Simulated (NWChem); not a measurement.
PbSi₂H₆, singlet; SMILES [SiH3][Pb][SiH3]

All runs: NWChem. Low-valent species are run as closed-shell singlets; no triplet was tried in these runs. Coordinates come from a PBE-D3(BJ)/def2-SVP optimisation. def2 effective core potentials on Pb; no spin-orbit coupling. Level M06-L/def2-SVP: energy and gradient on several grids; changes count from the extra-fine grid, which is no exact limit either.

Task: Which is the coarsest grid (medium; xcoarse; fine; coarse; xfine) from which on the energy stays within 100 μHa and each gradient component within 200 μHa/bohr of xfine?

Result: fine.
```tsv
grid	size of the energy change (μHa)	largest change of a gradient component (μHa/bohr)	time, medium = 1 (rough)
xcoarse	4000	4000	about 1
coarse	400	700	about 1
medium	80	400	about 1
fine	20	80	about 1
xfine	< 10	< 30	2
```
